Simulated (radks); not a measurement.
Valence configurations of As+ (all share [Ar]). Calculated with a radial shooting solver on a logarithmic mesh with Libxc functionals: scalar-relativistic Kohn-Sham, PBEsol, spin-polarised, spherical densities, finite nucleus; open shells are filled with parallel spins first; Fermi nuclear charge, rms radius 4.0968 fm. Energies are relative to 3d10 4s2 4p2; eigenvalues in eV for spin up.

valence,E (eV),moment (Bohr magnetons),e(3d),e(4p),e(4s)
3d10 4s2 4p2,0.000,2,-50.358,-14.086,-24.102
3d10 4s1 4p3,7.152,4,-51.739,-15.213,-25.511
3d10 4s0.5 4p3.5,14.040,3,-52.739,-15.408,-25.757
3d10 4p4,20.428,2,-53.633,-15.494,-
3d9 4s2 4p3,40.052,4,-62.181,-16.218,-27.204
3d9.5 4p4.5,41.292,2,-59.441,-16.239,-
3d7.5 4s2 4p4.5,120.17,4,-81.271,-18.610,-30.925
3d7.5 4s1 4p5.5,132.25,4,-82.736,-19.249,-31.762
3d7 4s2 4p5,151.31,4,-87.859,-19.368,-32.093
3d7 4s1.5 4p5.5,157.54,4,-88.568,-19.677,-32.495

NIST lists [Ar] 3d10 4s2 4p2 as the ground configuration; this level of theory agrees among the configurations tried. The energies are those of spherical high-spin densities, not of single terms.
